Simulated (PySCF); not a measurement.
# Working out the ionisation energy of In

In [Kr] 4d10 5s2 5p1 (2P) → In⁺ [Kr] 4d10 5s2 (1S). Computed with PySCF 2.14 in aug-cc-pwCVDZ-PP with ECP28MDF (6s5p4d1f, 48 functions), with a scalar-relativistic core potential. Frozen: nothing. Energies in hartree (1 hartree = 27.21139 eV):

```csv
part,In (lower),In⁺ (upper)
UHF,-189.205747,-189.014394
MP2 opposite-spin,-0.253605,-0.251349
MP2 same-spin,-0.133007,-0.129378
```

Task: What does Hartree-Fock give?

Result: (-189.014394) − (-189.205747) = 0.191353 hartree = 5.207 eV.

Task: What do MP2 and SCS-MP2 (6/5 opposite-spin, 1/3 same-spin) give?

Result: The opposite-spin parts differ by 0.061 eV and the same-spin parts by 0.099 eV. MP2: 5.207 + (0.061) + (0.099) = 5.367 eV. SCS-MP2: 5.207 + 1.2 × (0.061) + (0.099)/3 = 5.313 eV.

Measured between the centres of the two terms (NIST): 5.603 eV, so MP2 (valence and next inner shell) is off by -0.236 eV.

A double-zeta basis recovers only part of the correlation energy.

What remains against the reference includes basis incompleteness and correlation beyond second order.
